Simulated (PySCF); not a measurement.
## WH at PBE0

Computed with PBE0; basis H def2-TZVPPD, W def2-TZVPPD with ECP60; scalar-relativistic core potentials; PySCF 2.14.

- state: ⁴Δ (quartet), unpaired electrons π ↑↑, δ ↑, a second solution, started from another occupation
- bond length: 1.668 Å
- harmonic wavenumber: 2032 cm⁻¹
- force constant: 2.44 mdyn/Å
- rotational constant Be: 6.047 cm⁻¹
- anharmonicity ωexe: 31.7 cm⁻¹
- vibration–rotation constant αe: 0.146 cm⁻¹
- bond order (Mayer): 1.00
- dipole moment (positive dipole means H(−)W(+)): 1.39 D

De is left out where the level can put another filling of the metal’s s and d shells below the measured ground configuration, by anything from nothing to about 1 eV. Spin–orbit coupling is left out, which matters for elements this heavy, above all for dissociation energies.
